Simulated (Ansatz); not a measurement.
C3H9FZr, SMILES `[CH3][Zr]([CH3])([CH3])[F]`, 14 atoms. Total charge 0; spin multiplicity 1. Correlated methods include outer-core shells of Zr, which these sets cover unevenly. Zr: def2 effective core potential. All runs use 4 threads of an AMD EPYC on a shared host. Correlated methods freeze the cores.

(1) How many basis functions does each run have, and how long does it take in Ansatz? RKS PBE0-D4/def2-TZVP frequencies; RKS ωB97M-V/def2-QZVPP energy; RKS PBE-D4/def2-TZVPP energy and forces; direct RPA on PBE orbitals/def2-TZVPP energy; RKS CAM-B3LYP-D4/def2-TZVPP energy; RHF-MP2/def2-QZVPP energy; RKS PBE0-D4/def2-TZVP relaxation (36 steps); RKS PBE0-D4/def2-SVP energy; RKS PBE0-D4/def2-QZVPP energy; RKS LC-ωPBE/def2-TZVPP energy; RKS r2SCANh-D4/def2-TZVPP energy; RKS ωB97M-V/def2-SVP energy. (Estimate.)

Results:

(1) Ansatz gave: Other jobs shared the machine, so times are rough.

```
                                level                    job  functions  wall time  peak host memory (GiB)
                 RKS PBE0-D4/def2-SVP                 energy        132      2.7 s                    0.51
                RKS PBE-D4/def2-TZVPP      energy and forces        306      8.5 s                    0.43
                 RKS ωB97M-V/def2-SVP                 energy        132        9 s                    0.51
               RKS LC-ωPBE/def2-TZVPP                 energy        306       10 s                    0.66
          RKS CAM-B3LYP-D4/def2-TZVPP                 energy        306       13 s                    0.95
            RKS r2SCANh-D4/def2-TZVPP                 energy        306       16 s                    0.84
direct RPA on PBE orbitals/def2-TZVPP                 energy        306       17 s                    0.97
               RKS PBE0-D4/def2-QZVPP                 energy        579       20 s                     2.2
               RKS ωB97M-V/def2-QZVPP                 energy        579       37 s                     2.7
                   RHF-MP2/def2-QZVPP                 energy        579       70 s                     4.4
                RKS PBE0-D4/def2-TZVP  relaxation (36 steps)        218    5.5 min                    0.66
                RKS PBE0-D4/def2-TZVP            frequencies        218    8.1 min                    0.64
```

LC-ωPBE has ω = 0.4 bohr⁻¹.
